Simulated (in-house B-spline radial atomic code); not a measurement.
A fraction x of an electron is removed from 4p in Mo VI (Mo5+), starting from [Kr] 4d1 and keeping the highest spin. Level of theory: scalar-relativistic (X2C) LDA exchange-only, spin-polarised, spherical fractional occupations, Fermi nucleus of rms radius 4.4091 fm; calculated with a B-spline radial code for spherical atoms.

| x | E(x) - E(0) (eV) | 4p down level (eV) |
| --- | --- | --- |
| 0 | 0.0000 | -98.140 |
| 0.09 | 8.9019 | -99.681 |
| 0.15 | 14.9136 | -100.710 |
| 0.37 | ? | ? |
| 0.41 | 41.6804 | -105.194 |
| 0.5 | 51.2181 | -106.754 |
| 0.58 | 59.8140 | -108.145 |
| 0.69 | ? | ? |
| 0.82 | 86.2708 | -112.332 |
| 0.89 | 94.1769 | -113.559 |
| 1 | 106.7746 | -115.490 |

(1) What belongs in the row x = 0.37?

(2) What belongs in the row x = 0.69?

(3) Check Janak's theorem between x = 0.09 and 0.15.

## Answers

(1) An energy change of 37.4865 eV; 4p down at -104.502 eV.

(2) An energy change of 71.8153 eV; 4p down at -110.061 eV.

(3) The slope of the energy is 100.20 eV; the orbital levels give 100.20 eV (-ε of the emptying orbital, averaged over the two points).
